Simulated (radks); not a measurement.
Question: Coherent X-ray form factor from a spherical all-electron density. Method: scalar-relativistic Kohn-Sham, Slater X-alpha with alpha = 0.727, spin-polarised, spherical densities, finite nucleus; Fermi nuclear charge, rms radius of each element as measured or else 0.836 A^(1/3) + 0.57 fm; computed with a radial shooting solver on a logarithmic mesh with Libxc functionals.

sin(theta)/lambda (1/angstrom)  f0 (electrons)
0.05                                    25.767
0.1                                     25.094
0.15                                    24.046
0.2                                     22.721
0.25                                    21.219
0.3                                     19.638
0.4                                     16.537
0.5                                     13.821
0.6                                     11.636
0.8                                      8.747
1                                        7.199
1.25                                     6.108
1.5                                      5.301
2                                        3.856

The species is in the configuration that NIST lists as its ground one. Which atom or ion scatters so?

Answer: The copper ion Cu3+, [Ar] 3d8. Extrapolating in s^2 from the first two rows gives f0(0) = 26.0, near the electron count 26; among species with that count, the fall with angle is slower the higher Z, and the table is that of Z = 29; from so few rows the species is fixed only to a neighbour or two.
